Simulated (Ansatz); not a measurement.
`N[CH2][GeH2][OH]` and `N[CH2][GeH2][SiH3]` differ in one atom or group.

Ansatz, PBE0-D4/def2-TZVP geometries, multiplicity 1. Each molecule was computed in one conformer, which needn't be the lowest.

Scalar relativity is left out up to krypton.

```
                                          property  `N[CH2][GeH2][OH]`
             HOMO–LUMO gap (B3LYP/def2-TZVPP) / eV                6.77
size of the dipole moment (ωB97M-V/def2-TZVPP) / D                0.71
                 LUMO energy (PBE/def2-TZVPP) / eV               -0.53
             HOMO energy (ωB97M-V/def2-TZVPP) / eV               -9.34
  size of the dipole moment (B3LYP/def2-TZVPP) / D                0.72
           HOMO–LUMO gap (ωB97M-V/def2-TZVPP) / eV               11.29
```

(1) Give the same properties after the change, and the shifts. (Estimate.)

## Answers

(1) The calculation gave: 
```json
{"property": "HOMO–LUMO gap (B3LYP/def2-TZVPP) / eV", "`N[CH2][GeH2][SiH3]`": "6.85", "shift": "0.08"}
{"property": "size of the dipole moment (ωB97M-V/def2-TZVPP) / D", "`N[CH2][GeH2][SiH3]`": "1.79", "shift": "1.08"}
{"property": "LUMO energy (PBE/def2-TZVPP) / eV", "`N[CH2][GeH2][SiH3]`": "-0.45", "shift": "0.08"}
{"property": "HOMO energy (ωB97M-V/def2-TZVPP) / eV", "`N[CH2][GeH2][SiH3]`": "-9.29", "shift": "0.05"}
{"property": "size of the dipole moment (B3LYP/def2-TZVPP) / D", "`N[CH2][GeH2][SiH3]`": "1.81", "shift": "1.09"}
{"property": "HOMO–LUMO gap (ωB97M-V/def2-TZVPP) / eV", "`N[CH2][GeH2][SiH3]`": "11.23", "shift": "-0.06"}
```

Dipoles are sizes alone; their direction can turn.

B3LYP here is the variant with VWN-RPA as its local correlation; programs differ in this.
